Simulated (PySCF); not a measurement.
# Computed structure and properties of [Pr(H2O)]3+

System: [Pr(H2O)]3+ (singlet in the valence; each metal's 4f electrons, 2 of them, lie in its core potential, out of spins and levels); start: template (C2v). Method: PySCF 2.14.0, RKS PBE0, Pr lcecp-1-SVP with ECP48, O def2-SVP, H def2-SVP; non-relativistic Hamiltonian with scalar-relativistic core potentials where named; density fitting; no spin-orbit coupling.

Input of the relaxation:

```python
mol = gto.M(atom='''
Pr     0.00000     0.00000    -0.29478
O      0.00000     0.00000     2.24022
H      0.77000    -0.00000     2.83022
H     -0.77000     0.00000     2.83022''',
    basis={'Pr': 'lcecp-1-SVP', 'O': 'def2-SVP', 'H': 'def2-SVP'},
    ecp={'Pr': 'lcecp-1-SVP'},
    charge=3, spin=0)
mf = dft.RKS(mol, xc='PBE0')
mf.grids.atom_grid = (50, 194)  # f atoms: unpruned, at least (60, 302)
mf = mf.density_fit()  # fitting sets: Pr AutoAux, O def2-universal-JKFIT, H def2-universal-JKFIT
mf.conv_tol = 1e-08; mf.max_cycle = 55
mf.kernel(dm0)  # dm0: converged density of the start geometry
# quasi-Newton relaxation in Cartesian coordinates to a largest gradient under 0.00045 Eh/bohr, steps kept in the point group
```

Run from Python with OMP_NUM_THREADS=2; the lines above give its settings. Where DIIS fails, smearing, a level shift and second-order steps follow.
It took 5.5 s on 2 threads of Arm Neoverse V2, on a shared host, from the converged density of the start.

Course of the relaxation:

```tsv
step	energy above end (eV)	largest force component within the symmetry (eV/Å)
0	0.2756	2.884
1	0.1324	1.376
2	0.0142	1.088
3	0.0029	0.289
4	0.0000	0.018
5	0.0000	0.002
```

Relaxed geometry (C2v):

```xyz
4

Pr    0.0000    0.0000   -0.1250
O     0.0000    0.0000    2.1587
H     0.7773    0.0000    2.7861
H    -0.7773    0.0000    2.7861
```

| contact | Å |
| --- | --- |
| Pr1–O2 (H2O) | 2.284 |

On the finer grid (75, 302):

```
HOMO                                                          : -27.48 eV
LUMO                                                          : -20.15 eV
Dipole about the centre of mass                               : 2.57 D
Set of Mulliken populations of Pr1 outside the core potential : s 2.03, p 6.04, d 0.31, f 0.03
D3(BJ) dispersion energy (not in the energies)                : -0.070 eV
```

```
atom  Mulliken (e)  Löwdin (e)  spin (e)
 Pr1          2.59        2.49      0.00
  O2         -0.32        0.03      0.00
  H3          0.36        0.24      0.00
  H4          0.36        0.24      0.00
```

The 4f levels lie in the core potential and are missing. Their spin isn't counted.

On the grid (50, 194), as all that follows. Harmonic modes: a minimum; lowest 443 cm⁻¹ (negative: unstable), highest 3454 cm⁻¹, zero-point energy 0.644 eV.

Taking off one H2O (charge 0, singlet; the rest: singlet) in vacuum, both parts rigid, costs 4.67 eV; the small basis without counterpoise inflates it. Parting with an electron moved from the ligand to the metal can be far cheaper, even downhill.

Rigid scan of H2O along the line from its metal:

| distance to O2 (Å) | energy (eV) |
| --- | --- |
| 1.98 | 0.808 |
| 2.08 | 0.309 |
| 2.18 | 0.067 |
| 2.28 | 0.000 |
| 2.38 | 0.050 |
| 2.48 | 0.177 |
| 2.68 | 0.549 |

One start shape was tried, so this needn't be the lowest isomer.

An lcecp potential fixes the number of 4f electrons, so in runs with it no electron can move into or out of that shell.
